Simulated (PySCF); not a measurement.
## Excitation energy of Rh by level of theory

Rh [Kr] 4d8 5s1 (4F) → Rh [Kr] 4d7 5s1 6s1 (6F), as a difference of total energies. All numbers are calculated (PySCF 2.14, a scalar-relativistic core potential, in aug-cc-pwCVDZ-PP with ECP28MDF). Correlated levels: valence: 4s2 4p6 frozen; valence and next inner shell: nothing frozen outside the core potential. The calculations carry no spin-orbit coupling.

```json
{"method": "UHF", "excitation energy (cm⁻¹)": "42548"}
{"method": "LDA", "excitation energy (cm⁻¹)": "59855"}
{"method": "PBE", "excitation energy (cm⁻¹)": "57316"}
{"method": "PBE0", "excitation energy (cm⁻¹)": "55443"}
{"method": "r2SCAN", "excitation energy (cm⁻¹)": "56271"}
{"method": "wB97M-V", "excitation energy (cm⁻¹)": "55862"}
{"method": "BLYP", "excitation energy (cm⁻¹)": "58560"}
{"method": "B3LYP", "excitation energy (cm⁻¹)": "57593"}
{"method": "PW91", "excitation energy (cm⁻¹)": "57755"}
{"method": "MP2 (valence)", "excitation energy (cm⁻¹)": "55182"}
{"method": "SCS-MP2 (valence)", "excitation energy (cm⁻¹)": "56308"}
{"method": "MP2 (valence and next inner shell)", "excitation energy (cm⁻¹)": "54574"}
{"method": "SCS-MP2 (valence and next inner shell)", "excitation energy (cm⁻¹)": "54454"}
```

The promoted electron is Rydberg-like, and one or two diffuse shells describe it only roughly, which tends to raise the upper state.
